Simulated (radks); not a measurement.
Results of a calculation; reference values are marked as such.
Tc XXVIII, configuration [Ne] 3s2 3p4.

Level of theory: non-relativistic Kohn-Sham, LDA (Slater exchange, Perdew-Wang correlation), spin-unpolarised, spherical densities, point nucleus; relativity is left out, which matters for an element this heavy (a radial shooting solver on a logarithmic mesh with Libxc functionals).

Energy parts (eV):
part                       energy
total                 -100614.153
kinetic                100576.857
electron-nucleus      -216804.740
Hartree                 17780.551
exchange-correlation    -2166.821

Orbitals (lengths in bohr, moments of r in powers of bohr):
| orbital | occ. | eigenvalue (eV) | <1/r> |
|---|---|---|---|
| 1s | 2 | -21584.98 | 42.44 |
| 2s | 2 | -4097.230 | 9.697 |
| 2p | 6 | -3893.025 | 9.675 |
| 3s | 2 | -1518.815 | 3.861 |
| 3p | 4 | -1445.810 | 3.810 |
| 3d | 0 | -1330.943 | 3.690 |
| 4s | 0 | -777.2668 | 2.028 |

The highest occupied level is 3p at -1445.8 eV. The density falls to 0.001 e/bohr^3 at r = 1.02 bohr. Virial ratio -V/T = 2.00037. The electron density at the nucleus is 5.564e+04 e/bohr^3. Summed over all electrons, <r^2> = 1.115 bohr^2, which gives a Langevin (diamagnetic) susceptibility term of -0.883 x 10^-6 cm^3/mol.
